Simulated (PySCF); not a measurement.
Compound: C4H11PSSi.
Structure used (GFN2-xTB), in Å, numbered top down from 1:
```xyz
18
C4H11PSSi angstrom
C      3.0653    0.2412   -0.3460
S      1.6593   -0.9122   -0.3392
Si     0.0307    0.4414   -0.7461
P      0.4421    2.4222    0.2406
C     -1.5594   -0.2577   -0.0246
C     -2.2341   -1.4227   -0.6961
C     -1.5810   -1.6122    0.6277
H      2.8376    1.0954    0.2883
H      3.9175   -0.2995    0.0514
H      3.2698    0.5628   -1.3627
H     -0.0680    0.5456   -2.2129
H     -0.7570    2.9641   -0.1752
H      1.1233    2.9477   -0.8410
H     -2.2253    0.4806    0.4078
H     -1.7570   -1.8531   -1.5628
H     -3.3129   -1.4248   -0.7480
H     -0.6562   -2.1676    0.6626
H     -2.2035   -1.7449    1.4998
```

The closed-shell SCF was solved with PySCF and density fitting under several settings on one GFN2-xTB geometry (grid level 2 and gas phase unless stated).

| settings | basis functions | SCF cycles | E (Eh) | HOMO (eV) | LUMO (eV) | dipole (D) |
| --- | --- | --- | --- | --- | --- | --- |
| PBE0/pcSseg-1 | 195 | 12 | -1187.4336 | -6.72 | -0.01 | 1.28 |
| PBE0/def2-SVPD | 243 | 12 | -1187.0844 | -6.69 | -0.10 | 1.07 |
| KT2/pcSseg-1 | 195 | 14 | -1199.3017 | -5.59 | -1.02 | 1.16 |
| OPBE/def2-SVP, grid level 3 | 165 | 14 | -1187.4945 | -5.44 | -0.57 | 1.16 |
| PBE0/pcSseg-0, IEF-PCM acetone | 97 | 12 | -1185.9116 | -6.95 | 0.20 | 3.07 |
| revPBE/6-31++G**, start guess atom, damping 0.1 at the start, DIIS from the seventh cycle | 204 | 25 | -1187.7871 | -5.45 | -1.01 | 1.13 |

Estimate the row for these settings: PBE0/6-31G*, energy threshold 1e-08 Eh.

```tsv
settings	basis functions	SCF cycles	E (Eh)	HOMO (eV)	LUMO (eV)	dipole (D)
PBE0/6-31G*, energy threshold 1e-08 Eh	132	9	-1187.4355	-6.56	0.21	1.38
```

Over all rows, what range does the HOMO–LUMO gap span?

From 4.44 eV (revPBE/6-31++G**, start guess atom, damping 0.1 at the start, DIIS from the seventh cycle) to 7.15 eV (PBE0/pcSseg-0, IEF-PCM acetone). The functional of the narrowest has no exact exchange, that of the widest 25 % exact exchange.

And the dipole moment?

From 1.07 D (PBE0/def2-SVPD) to 3.07 D (PBE0/pcSseg-0, IEF-PCM acetone); the largest is 2.87 times the smallest, and the median is 1.16 D.

Compare two rows with the functional PBE0: PBE0/pcSseg-1 and PBE0/6-31G*, energy threshold 1e-08 Eh. Which energy is lower, and by how much?

PBE0/6-31G*, energy threshold 1e-08 Eh (132 functions) lies 0.0019 Eh or 1.2 kcal/mol below PBE0/pcSseg-1 (195 functions).

Cycle counts include a coarse-grid stage where the run had one. All basis functions are spherical, in the Pople sets too. KT2 was designed for NMR shieldings or shifts; total energies of different functionals aren't comparable. The species at its GFN2-xTB geometry (one conformer only).
